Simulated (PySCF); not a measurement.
# Telling isomers of C5H12OSi2 apart by NMR

Computational details: geometry from GFN2-xTB, PBE0/pcSseg-1 with gauge-including orbitals, in PySCF (non-relativistic, equivalent nuclei averaged, one conformer, no solvent).

Chemical shifts δ = σref − σ; $^{1}$H and $^{13}$C against TMS, all at this level. Where no couplings were computed, multiplicities follow the n + 1 count of equivalent neighbours, and m marks all less simple cases (inequivalent or close neighbours, rings, F or P nearby). Shifts are as computed. Against solution values, carbons near 30 ppm lie about +3 ppm off and those near 130 ppm about +5 ppm. Of 1211 compounds with measured shifts, 218 miss one by over three times the rms of a fit or turn the order of signals round; such compounds aren't used in these exercises.

(1) Tabulate the signals of `CC#C[SiH2][SiH2]OCC`, `C1C[C@@H]2[SiH2]O[SiH2][C@@H]2C1`, `C=CC(=C)O[SiH2]C[SiH3]`, `CC#C[Si@H](C)O[SiH2]C` and their relative energies.

(2) What is the quickest way to tell C1C[C@@H]2[SiH2]O[SiH2][C@@H]2C1 from CC#C[Si@H](C)O[SiH2]C?

(3) What is the quickest way to tell CC#C[SiH2][SiH2]OCC from C1C[C@@H]2[SiH2]O[SiH2][C@@H]2C1?

(4) What is the quickest way to tell C=CC(=C)O[SiH2]C[SiH3] from CC#C[Si@H](C)O[SiH2]C?

## Answers

(1) 
| SMILES | carbon types | δC | δH | E rel. (kcal/mol) |
| --- | --- | --- | --- | --- |
| CC#C[SiH2][SiH2]OCC | 2×C 1×CH2 2×CH3 | 115.1, 78.2, 65.0, 18.1, 6.2 | 5.26 (t, 2H), 4.39 (t, 2H), 3.90 (q, 2H), 2.00 (s, 3H), 1.27 (t, 3H) | 70.8 |
| C1C[C@@H]2[SiH2]O[SiH2][C@@H]2C1 | 2×CH 3×CH2 | 32.8, 30.9, 27.7 | 5.24 (m, 2H), 4.87 (m, 2H), 2.00 (m, 2H), 1.82 (m, 2H), 1.81 (m, 1H), 1.77 (m, 2H), 1.15 (m, 1H) | 0.0 |
| C=CC(=C)O[SiH2]C[SiH3] | 1×C 1×CH 3×CH2 | 164.0, 141.4, 123.6, 99.3, -5.6 | 6.33 (m, 1H), 6.03 (m, 1H), 5.56 (m, 1H), 5.28 (t, 2H), 4.56 (br s, 1H), 4.35 (br s, 1H), 4.18 (t, 3H), -0.09 (m, 2H) | 57.8 |
| CC#C[Si@H](C)O[SiH2]C | 2×C 3×CH3 | 111.0, 88.7, 5.9, 3.0, 0.3 | 5.26 (m, 1H), 5.22 (m, 1H), 5.14 (q, 1H), 2.07 (s, 3H), 0.39 (m, 3H), 0.30 (d, 3H) | 16.5 |

Energies are electronic energies at PBE0/pcSseg-1 on these geometries, without zero-point or thermal terms, each for the one conformer computed, which needn't be the lowest.

(2) Count the carbon signals: 3 against 5. The first has an sp3 CH2 in a ring at 32.8 ppm, the second an alkyne carbon (C) at 111.0 ppm.

(3) Count the carbon signals: 5 against 3. The first has an alkyne carbon (C) at 115.1 ppm, the second an sp3 CH bonded to Si at 27.7 ppm. Their most deshielded carbons lie at 115.1 and 32.8 ppm.

(4) Both give the same number of carbon signals, but DEPT or the intensities differ. The first has an alkene CH at 141.4 ppm, the second an alkyne carbon (C) at 88.7 ppm. Their most deshielded carbons lie at 164.0 and 111.0 ppm. In the proton spectra the most deshielded non-exchanging signals are 6.33 (m, 1H) and 5.26 (m, 1H).
